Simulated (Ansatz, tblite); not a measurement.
Forces on (Br2Al-mu-H)3 (Al3H3Br6) at its PBE-D4/def2-SVP geometry. The state is a singlet with charge 0.

The xTB rows come from tblite.

GFN1-xTB (tblite), largest force 1.06 eV/Å:

```xyz
12
positions Å, forces eV/Å
Al   -1.253    1.248    0.425    0.722   -0.676   -0.299
Br   -0.453    3.047    1.520    0.029    0.639    0.356
Br   -3.422    0.889   -0.057   -0.740    0.086   -0.064
H    -0.676   -0.173    1.175    0.060    0.082    0.076
Al    0.787   -1.048    1.263   -0.398    0.570   -0.765
Br    0.226   -3.216    1.483   -0.034   -0.712    0.235
Br    2.238    0.061    2.583    0.481    0.143    0.535
H     1.320   -0.741   -0.331   -0.099   -0.079   -0.013
Al    0.506   -0.178   -1.719   -0.034    0.326    1.007
Br   -1.038   -1.724   -2.274   -0.352   -0.469   -0.441
Br    2.072    0.702   -3.074    0.462    0.186   -0.610
H    -0.306    1.134   -0.994   -0.097   -0.093   -0.017
```

GFN2-xTB (tblite), largest force 0.77 eV/Å:

```
Al -0.524 0.531 0.197
Br -0.005 -0.330 -0.167
Br 0.358 -0.029 0.009
H -0.015 -0.043 -0.083
Al 0.334 -0.424 0.548
Br 0.031 0.337 -0.135
Br -0.252 -0.057 -0.265
H 0.007 0.029 -0.005
Al 0.109 -0.151 -0.682
Br 0.164 0.230 0.259
Br -0.241 -0.096 0.316
H 0.034 0.002 0.009
```

PBE-D4/def2-TZVP (Ansatz), largest force 0.04 eV/Å:

```
Al 0.000 0.019 -0.001
Br -0.022 -0.025 -0.019
Br 0.033 0.012 0.010
H -0.007 -0.005 0.001
Al 0.018 0.000 0.007
Br 0.012 0.034 -0.002
Br -0.020 -0.029 -0.015
H -0.006 0.002 0.003
Al -0.014 -0.016 -0.010
Br 0.031 0.025 0.004
Br -0.023 -0.012 0.018
H -0.003 -0.005 0.004
```
